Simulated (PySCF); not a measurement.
Curvature of the energy in the electron number along the third row, charge +2

Calculated with PySCF 2.14, in def2-TZVPPD, non-relativistic: one orbital is emptied in steps, and each cell gives the departure of E from the straight line at half an electron, in eV (from a cubic fit). The exact functional gives zero.

```csv
species,orbital,LDA,PBE,r2SCAN,PBE0,BHandHLYP,LC-wPBE,UHF
Mg²⁺,2p beta,-3.52,-3.38,-3.00,-2.35,-1.34,-1.95,0.74
Al²⁺,3s alpha,-1.00,-1.07,-0.82,-0.79,-0.59,-0.12,0.00
P²⁺,3p alpha,-1.36,-1.32,-1.22,-0.97,-0.64,-0.24,0.09
S²⁺,3p alpha,-1.51,-1.46,-1.35,-1.06,-0.69,-0.33,0.14
Cl²⁺,3p alpha,-1.66,-1.62,-1.48,-1.17,-0.74,-0.43,0.18
Ar²⁺,3p beta,-1.69,-1.63,-1.49,-1.16,-0.74,-0.42,0.25
```

Problem. Estimate the missing row, Si²⁺.

Solution. The calculation gives LDA -1.21; PBE -1.22; r2SCAN -0.98; PBE0 -0.90; BHandHLYP -0.67; LC-wPBE -0.19; UHF 0.04.

Problem. How does the mean departure depend on the functional?

Solution. LDA -1.71 eV; PBE -1.67 eV; r2SCAN -1.48 eV; PBE0 -1.20 eV; BHandHLYP -0.77 eV; LC-wPBE -0.52 eV; UHF 0.21 eV. Semilocal functionals are convex (delocalisation error), Hartree-Fock is concave or straight, and exact exchange removes curvature roughly in proportion to its share, so among the functionals the range-separated hybrids usually come closest to zero.
